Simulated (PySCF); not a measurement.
Compound: C5H10O2.
Numbering: `[CH3:1][O:2][CH2:3][O:4][CH:5]1[CH2:6][CH2:7]1` (hydrogens: H8, H9, H10 on C1; H11, H12 on C3; H13 on C5; H14, H15 on C6; H16, H17 on C7)

Computed geometry: GFN2-xTB, gas phase.

Question: What internal coordinates does the optimisation give?

Answer: 
| bond | length (Å) | order |
| --- | --- | --- |
| C1–O2 | 1.413 | single |
| O2–C3 | 1.394 | single |
| C3–O4 | 1.398 | single |
| O4–C5 | 1.402 | single |
| C5–C6 | 1.502 | single |
| C6–C7 | 1.502 | single |
| C5–C7 | 1.492 | single |
| C1–H8, C1–H9, C1–H10 | 1.092 | single |
| C3–H11, C3–H12 | 1.100 | single |
| C5–H13 | 1.087 | single |
| C6–H14, C7–H17 | 1.079 | single |
| C6–H15, C7–H16 | 1.079 | single |

Bonds in one row agree within 0.01 Å and their mean is given. Orders are formal, as drawn. A selection of angles:
| angle | degrees |
| --- | --- |
| O2–C1–H8 | 106.3 |
| O2–C1–H9 | 110.6 |
| H8–C1–H9 | 109.8 |
| C1–O2–C3 | 113.7 |
| O2–C3–O4 | 113.8 |
| O2–C3–H11 | 105.3 |
| O2–C3–H12 | 111.2 |
| O4–C3–H11 | 111.4 |
| O4–C3–H12 | 105.1 |
| H11–C3–H12 | 110.2 |
| C3–O4–C5 | 113.7 |
| O4–C5–C6 | 119.1 |
| O4–C5–C7 | 116.9 |
| O4–C5–H13 | 113.4 |
| C6–C5–C7 | 60.2 |
| C6–C5–H13 | 118.1 |
| C7–C5–H13 | 119.2 |
| C5–C6–C7 | 59.6 |
| C5–C6–H14 | 118.4 |
| C5–C6–H15 | 117.6 |
| C7–C6–H14 | 118.8 |
| C7–C6–H15 | 117.4 |
| H14–C6–H15 | 114.4 |

Torsions: C1–O2–C3–O4 -67° (synclinal); O2–C3–O4–C5 -68° (synclinal); C3–O4–C5–C6 -87° (synclinal); O4–C5–C6–C7 -106° (anticlinal); O4–C5–C7–C6 110° (anticlinal). The mirror-image conformer, all signs reversed, is as good.

Of the pairs four or more bonds apart, O4···H10 is among the closest relative to their van der Waals radii: 2.60 Å, 96 % of the sum of Bondi's values. O2 (ether oxygen) is bent (angle 113.7°). The 3-membered ring C5–C6–C7 has internal angles of 59.6° to 60.2°.

Point group: C1 (no symmetry element, even within 0.4 Å). GFN2-xTB frequencies: not computed here. One conformer, not necessarily the lowest.
